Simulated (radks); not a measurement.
Task: These are the eigenvalues of the occupied orbitals of an atom or ion with whole-number occupations (eV). Calculated with a radial shooting solver on a logarithmic mesh with Libxc functionals: Dirac Kohn-Sham, PBE, spin-unpolarised, spherical densities, finite nucleus; Fermi nuclear charge, rms radius of each element as measured or else 0.836 A^(1/3) + 0.57 fm.

orbital  eigenvalue
1s1/2     -73781.00
2s1/2     -12878.74
2p1/2     -12335.06
2p3/2     -10803.91
3s1/2     -3031.746
3p1/2     -2787.901
3p3/2     -2453.994
3d3/2     -2044.559
3d5/2     -1972.225
4s1/2     -675.5839
4p1/2     -573.1296
4p3/2     -494.7005
4d3/2     -326.3643
4d5/2     -311.8344
5s1/2     -136.2144
5p1/2     -104.3318
4f5/2      -98.7809
4f7/2      -95.9697
5p3/2      -91.7406
5d3/2      -48.6299

Which element is it, and in what charge state? The configuration may be excited. Open shells, if any, fill j = l - 1/2 first.

Result: Z = 76, osmium, charge +4: Os4+ in [Xe] 4f14 5d4. The list shows which subshells hold electrons but not how many an open one holds; the 1s level, -2711.4 hartree, gives Z - s = 73.6 by -(Z - s)^2/2, which with screening and relativity narrows Z to a few neighbours, and the depths of the outer levels then fix element, charge and occupations together.
